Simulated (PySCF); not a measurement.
Species: 4-fluorophenol, C6H5FO.
Bonds: O1–C2, C2–C3 (aromatic), C3–C4 (aromatic), C4–C5 (aromatic), C5–F6, C5–C7 (aromatic), C7–C8 (aromatic), C2–C8 (aromatic). Hydrogens: H9 on O1; H10 on C3; H11 on C4; H12 on C7; H13 on C8.

Theory: PBE0-D3(BJ)/def2-SVP geometry optimisation, gas phase (PySCF 2.14.0).

Q: Give the optimised bond lengths and angles.

A: 
```tsv
bond	length (bohr)	order
O1–C2	2.553	single
C2–C3, C2–C8	2.643	aromatic
C3–C4, C7–C8	2.630	aromatic
C4–C5, C5–C7	2.625	aromatic
C5–F6	2.523	single
O1–H9	1.819	single
C3–H10, C8–H13	2.065	single
C4–H11, C7–H12	2.063	single
```

Bonds in one row agree within 0.02 bohr and their mean is given. Orders are formal, as drawn. A selection of angles:
```tsv
angle	degrees
O1–C2–C3	122.8
O1–C2–C8	117.8
C3–C2–C8	119.4
C2–C3–C4	120.4
C3–C4–C5	119.4
C4–C5–F6	119.5
C4–C5–C7	121.0
H9–O1–C2	109.3
```

Torsions: H9–O1–C2–C3 0° (synperiplanar).

The 8 heavy atoms lie in one plane (0.000 Å rms). Of the pairs four or more bonds apart, H9···H10 is among the closest relative to their van der Waals radii: 2.29 Å, 95 % of the sum of Bondi's values. The 6-membered ring C2–C3–C4–C5–C7–C8 has internal angles of 119.4° to 121.0°; it is planar, 0.00 Å rms from its mean plane, widest ring torsion 0°.

Point group: Cs (tolerance 0.08 Å). Not checked by PBE0-D3(BJ)/def2-SVP frequencies. The numbers are those of one conformer (H–O1–C2–C3 0°).
